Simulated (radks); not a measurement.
Task: These are the eigenvalues of the occupied orbitals of an atom or ion with whole-number occupations (Ry). All-electron calculation, Dirac Kohn-Sham, PBE, spin-unpolarised, spherical densities, point nucleus. Program: a radial shooting solver on a logarithmic mesh with Libxc functionals.

orbital  eigenvalue
1s1/2     -765.7307
2s1/2     -107.0550
2p1/2     -96.40014
2p3/2     -94.36828
3s1/2     -23.79886
3p1/2     -20.28887
3p3/2     -19.97840
3d3/2     -14.07430
3d5/2     -14.02435

Which element is it, and in what charge state? The configuration may be excited. Open shells, if any, are shared by 2j + 1.

Result: Z = 31, gallium, charge +8: Ga8+ in [Ar] 3d5. The list shows which subshells hold electrons but not how many an open one holds; the 1s level, -382.87 hartree, gives Z - s = 27.7 by -(Z - s)^2/2, which with screening and relativity narrows Z to a few neighbours, and the depths of the outer levels then fix element, charge and occupations together.
